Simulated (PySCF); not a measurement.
## ²⁹Si chemical shifts

Averaged over atoms made equivalent by symmetry, fast rotation or ring inversion, non-relativistic Hamiltonian, one computed conformer, gas phase. Coordinates at the GFN2-xTB level; PBE0/pcSseg-1 with gauge-including orbitals; PySCF.

Shieldings were converted by a linear fit to measured shifts: ²⁹Si (scatter 8.9 ppm rms, 25.8 ppm with the 6 outliers that the fit left out vs TMS, solution or neat liquid). A few per cent of atoms miss by over 2 rms, more outside the fitted compound classes.

Question: Give the ²⁹Si shifts of `O[Si@]1([SiH3])O[SiH2][SiH2][SiH2]1`, `CN[Si@@H]1C=CC[SiH2]1`, `N[Si]1(N)CC[C@@H]1N([SiH3])[SiH3]`, `CCC[SiH2][SiH2]C#N`.

Answer: 
```tsv
compound	environment	δ (ppm)
[OH:1][Si@:2]1([SiH3:3])[O:4][SiH2:5][SiH2:6][SiH2:7]1	Si2: silicon bonded to 2 O, 2 Si, in a 5-membered ring	9.8
[OH:1][Si@:2]1([SiH3:3])[O:4][SiH2:5][SiH2:6][SiH2:7]1	Si5: silicon bonded to O, Si, 2 H, in a 5-membered ring	-23.1
[OH:1][Si@:2]1([SiH3:3])[O:4][SiH2:5][SiH2:6][SiH2:7]1	Si7: silicon bonded to 2 Si, 2 H, in a 5-membered ring	-105.3
[OH:1][Si@:2]1([SiH3:3])[O:4][SiH2:5][SiH2:6][SiH2:7]1	Si3: silicon bonded to Si, 3 H	-105.9
[OH:1][Si@:2]1([SiH3:3])[O:4][SiH2:5][SiH2:6][SiH2:7]1	Si6: silicon bonded to 2 Si, 2 H, in a 5-membered ring	-111.1
[CH3:1][NH:2][Si@@H:3]1[CH:4]=[CH:5][CH2:6][SiH2:7]1	Si3: silicon bonded to C, N, Si, H, in a 5-membered ring	-21.0
[CH3:1][NH:2][Si@@H:3]1[CH:4]=[CH:5][CH2:6][SiH2:7]1	Si7: silicon bonded to C, Si, 2 H, in a 5-membered ring	-89.8
[NH2:1][Si:2]1([NH2:3])[CH2:4][CH2:5][C@@H:6]1[N:7]([SiH3:8])[SiH3:9]	Si2: silicon bonded to 2 C, 2 N, in a 4-membered ring	-8.3
[NH2:1][Si:2]1([NH2:3])[CH2:4][CH2:5][C@@H:6]1[N:7]([SiH3:8])[SiH3:9]	Si8/9: silicon bonded to N, 3 H (×2)	-48.0
[CH3:1][CH2:2][CH2:3][SiH2:4][SiH2:5][C:6]#[N:7]	Si4: silicon bonded to C, Si, 2 H	-67.1
[CH3:1][CH2:2][CH2:3][SiH2:4][SiH2:5][C:6]#[N:7]	Si5: silicon bonded to C, Si, 2 H	-92.8
```

Question: Match the shifts -10.6, -64.0, -76.0 ppm to `FC(F)(F)c1nnsc1[SiH3]`, `Cc1cc(C)p([SiH3])c1C`, `Cl[SiH2]SCC1C=C1`.

Answer: -10.6: Cl[SiH2]SCC1C=C1 (silicon bonded to Cl, S, 2 H); -64.0: Cc1cc(C)p([SiH3])c1C (silicon bonded to P, 3 H); -76.0: FC(F)(F)c1nnsc1[SiH3] (silicon bonded to C, 3 H).
